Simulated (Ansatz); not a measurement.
CH₉GeNSi, SMILES `[CH3][GeH]([NH2])[SiH3]`, 13 atoms. The species carries charge 0 and has multiplicity 1. Correlated methods include outer-core shells of Ge, which these sets cover unevenly. Scalar relativity is left out up to krypton. All runs use 4 threads of an Arm Neoverse V1 on a shared host. Correlated methods freeze the cores.

(1) How many basis functions does each run have, and how long does it take in Ansatz? RKS BLYP-D4/def2-TZVPP energy; RKS B97M-V/def2-TZVPP energy; RKS PBE0-D4/def2-QZVPP energy; RKS PBE0-D4/def2-TZVP relaxation (7 steps); RHF-MP2/def2-QZVPP energy; direct RPA on PBE orbitals/def2-TZVPP energy; RHF-CCSD(T)/def2-TZVPP energy; RKS PBE0-D4/def2-SVP energy; RKS PBE0-D4/def2-TZVP frequencies; RKS ωB97M-V/def2-QZVPP energy; RKS BHLYP-D4/def2-TZVPP energy; RHF-CCSD(T)/def2-SVP energy. (Estimate.)

Results:

(1) The calculation gave: Other jobs shared the machine, so times are rough.

```csv
level,job,functions,wall time,peak host memory (GiB)
RKS PBE0-D4/def2-SVP,energy,123,1.9 s,0.58
RKS BLYP-D4/def2-TZVPP,energy,278,3.4 s,0.39
RKS BHLYP-D4/def2-TZVPP,energy,278,4.6 s,0.86
direct RPA on PBE orbitals/def2-TZVPP,energy,278,8 s,0.77
RHF-CCSD(T)/def2-SVP,energy,123,12 s,0.69
RKS B97M-V/def2-TZVPP,energy,278,14 s,0.49
RKS PBE0-D4/def2-QZVPP,energy,543,18 s,2.4
RKS ωB97M-V/def2-QZVPP,energy,543,33 s,2.9
RKS PBE0-D4/def2-TZVP,relaxation (7 steps),201,36 s,0.6
RHF-MP2/def2-QZVPP,energy,543,46 s,3.9
RKS PBE0-D4/def2-TZVP,frequencies,201,3.3 min,0.59
RHF-CCSD(T)/def2-TZVPP,energy,278,5.5 min,7.6
```
